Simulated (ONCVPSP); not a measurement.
## Which change was made? (Ga, ONCV)

ONCVPSP 4.0.1 input, shortened (lines: element, Z, core and valence counts, functional; n l f; lmax; l rc ep ncon nbas qcut; lloc lpopt rc5 dvloc0; l nproj debl; icmod fcfact rcfact), PBEsol, scalar-relativistic:

```
  Ga 31.00    6    1  -116133      upf
    1    0    2.00
    2    0    2.00
    2    1    6.00
    3    0    2.00
    3    1    6.00
    3    2   10.00
    4    0    2.00
    2
    0    2.05    0.00    3    7    3.20
    1    1.60    0.31    3    7    4.90
    2    1.85    0.23    4    7    5.90
    4    5    1.15   -1.00
    0    2    2.50
    1    2    3.90
    2    2    1.50
    3    3.50    1.00
```

In the p channel the program set the typed energies aside and used 0.050, 3.950 Ha.

Cutoffs, loose and tight: the cutoffs (Ha) at which the residual kinetic energy of the hardest occupied pseudo-wave falls to 1 and 0.1 mHa per electron. They do not see the model core or the augmentation charge, which bear on the density cutoff. Test errors are all-electron minus pseudo excitation energies from the reference, over the configurations 4s2 4p1; 4s1; 4s2 4p0.5; 4s0 4p3; variants that change the core or the reference have their own tests. The largest error is taken over the tests solved by every variant that gives reliable tests at all, those not shown here included: 4s1; 4s2 4p0.5; 4s2 4p1.

The base gives: outcome: generated, projector energies reset by the program; cutoff, loose: 6.1 Ha; cutoff, tight: 31 Ha; bound ghosts: d; GHOST(+) flags above zero: s, p; largest test error (meV): +18.

After one change the result is: outcome: generated, projector energies reset by the program; cutoff, loose: 6.1 Ha; cutoff, tight: 31 Ha; bound ghosts: d; GHOST(+) flags above zero: s, p; largest test error (meV): -121. Which change was it?
A. core correction Teter function, fcfact 3.5, rcfact 1.38
B. s: qcut 2.3
C. core [Ne], valence charge 21; reference 3s2 3p6 3d10 4s2 4p1; waves now 3s+4s: rc 1.00 bohr, ncon 3, nbas 7, qcut 9.8 1/bohr, 2 projectors; 3p+4p: rc 1.30 bohr, ncon 4, nbas 9, qcut 10.7 1/bohr, 2 projectors; 3d: rc 1.20 bohr, ncon 5, nbas 10, qcut 15.8 1/bohr, 2 projectors, debl 3.2 Ha; f scattering state at 0.2 Ha: rc 1.00 bohr, ncon 5, nbas 9, qcut 10.6 1/bohr, 2 projectors, debl 0.4 Ha; local potential polynomial inside 0.70 bohr (lpopt 3, dvloc0 0 Ha)
D. d: qcut 9
E. p: nproj 0; local potential the p channel

A. The others give: d: qcut 9 → outcome: failed: ERROR pspot: first pseudo wave function has node, program will stop | p: nproj 0; local potential the p channel → outcome: generated, projector energies reset by the program; cutoff, loose: 6.1 Ha; cutoff, tight: 31 Ha; bound ghosts: d; GHOST(+) flags above zero: d; largest test error (meV): +27 | core [Ne], valence charge 21; reference 3s2 3p6 3d10 4s2 4p1; waves now 3s+4s: rc 1.00 bohr, ncon 3, nbas 7, qcut 9.8 1/bohr, 2 projectors; 3p+4p: rc 1.30 bohr, ncon 4, nbas 9, qcut 10.7 1/bohr, 2 projectors; 3d: rc 1.20 bohr, ncon 5, nbas 10, qcut 15.8 1/bohr, 2 projectors, debl 3.2 Ha; f scattering state at 0.2 Ha: rc 1.00 bohr, ncon 5, nbas 9, qcut 10.6 1/bohr, 2 projectors, debl 0.4 Ha; local potential polynomial inside 0.70 bohr (lpopt 3, dvloc0 0 Ha) → outcome: generated; cutoff, loose: 90 Ha; cutoff, tight: 102 Ha; bound ghosts: none; GHOST(+) flags above zero: f; largest test error (meV): +36 over the solved tests; 1 of 4 tests not solved or not reliable | s: qcut 2.3 → outcome: generated, projector energies reset by the program; cutoff, loose: 28 Ha; cutoff, tight: 46 Ha; bound ghosts: d; GHOST(+) flags above zero: s, p; largest test error (meV): -35.
